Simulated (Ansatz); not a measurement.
Cost and result for the atomization energy of GaH₅OSSi, SMILES `[OH][GaH][S][SiH3]` (9 atoms, 8 bonds).

Z-matrix (Å, degrees):
```
Si
S 1 2.148
H 1 1.485 2 104.6
H 1 1.482 2 111.6 3 118.1
H 1 1.482 2 111.6 3 -118.1
Ga 2 2.187 1 99.2 3 -179.7
O 6 1.786 2 112.2 1 -0.2
H 6 1.553 2 124.6 1 179.8
H 7 0.959 6 115.0 2 180.0
```

Total charge 0; spin multiplicity 1. Correlated methods include outer-core shells of Ga, which these sets cover unevenly. Scalar relativity is left out up to krypton. Geometry: relaxed with PBE0-D4/def2-TZVP. It is one conformer, not always the lowest. Program: Ansatz. All runs use 4 threads of an Arm Neoverse V1 on a shared host. Times are those of one run each, without the atoms' runs, and a repeat can differ threefold. Electronic energies, without spin–orbit coupling; frozen cores. CCSD(T)/CBS adds CCSD(T) − MP2 in def2-TZVPP to the MP2 limit, and its time is that of the two runs behind it. T1 = 0.014. With those shells the extrapolation isn't a true limit. B3LYP takes the VWN-RPA correlation (the form of Gaussian; ORCA's B3LYP/G).

CCSD(T)/CBS is a level of theory with its own doubt, some kJ/mol a heavy atom from the limit and from the frozen cores, so smaller differences don't rank the functionals.

```
                             level  functions  wall time
              revPBE-D4/def2-TZVPP        233      2.4 s
   PBE-D4/def2-TZVPP (with forces)        233      2.8 s
                PBE0-D4/def2-TZVPP        233        4 s
           CAM-B3LYP-D4/def2-TZVPP        233      4.4 s
                  CCSD(T)/def2-SVP        107      5.5 s
 B3LYP-D4/def2-TZVPP (with forces)        233        6 s
                 B2PLYP/def2-TZVPP        233      6.5 s
               PBE-QIDH/def2-TZVPP        233      6.5 s
r2SCAN-D4/def2-TZVPP (with forces)        233        7 s
             r2SCANh-D4/def2-TZVPP        233        7 s
                    MP2/def2-QZVPP        436       26 s
                CCSD(T)/def2-TZVPP        233    2.5 min
                 CCSD(T)/CBS(def2)          –    2.9 min
```

**Question.** What atomization energy does each give, and how far from CCSD(T)/CBS? (Best estimate.)

**Answer.** The calculation gave: 
| level | atomization (kcal/mol) | difference from CCSD(T)/CBS | per bond |
| --- | --- | --- | --- |
| revPBE-D4/def2-TZVPP | 634.9 | -20.4 | -2.6 |
| PBE-D4/def2-TZVPP (with forces) | 649.1 | -6.2 | -0.8 |
| PBE0-D4/def2-TZVPP | 641.4 | -13.9 | -1.7 |
| CAM-B3LYP-D4/def2-TZVPP | 648.0 | -7.3 | -0.9 |
| CCSD(T)/def2-SVP | 603.0 | -52.3 | -6.5 |
| B3LYP-D4/def2-TZVPP (with forces) | 643.7 | -11.6 | -1.5 |
| B2PLYP/def2-TZVPP | 639.2 | -16.1 | -2.0 |
| PBE-QIDH/def2-TZVPP | 643.8 | -11.5 | -1.4 |
| r2SCAN-D4/def2-TZVPP (with forces) | 653.5 | -1.8 | -0.2 |
| r2SCANh-D4/def2-TZVPP | 649.1 | -6.2 | -0.8 |
| MP2/def2-QZVPP | 656.0 | 0.7 | 0.1 |
| CCSD(T)/def2-TZVPP | 637.5 | -17.8 | -2.2 |
| CCSD(T)/CBS(def2) | 655.3 | 0.0 | 0.0 |

The D4 term adds +9.1 kcal/mol with B3LYP and +4.8 kcal/mol with PBE0; it sums over pairs of atoms, weighted by their polarisabilities, and B3LYP, whose exchange is more repulsive, gets the larger term. In def2-TZVPP, CCSD(T) changes the Hartree–Fock value by +169.4 kcal/mol (the triples alone add +9.8 kcal/mol) and MP2 by +177.3 kcal/mol; breaking electron pairs costs correlation energy, which Hartree–Fock lacks. From BLYP to BHLYP (50 % exact exchange), in def2-TZVPP and without D4, the atomization energy moves by −5.3 kcal/mol: exact exchange takes away binding that semilocal exchange gives to molecules.
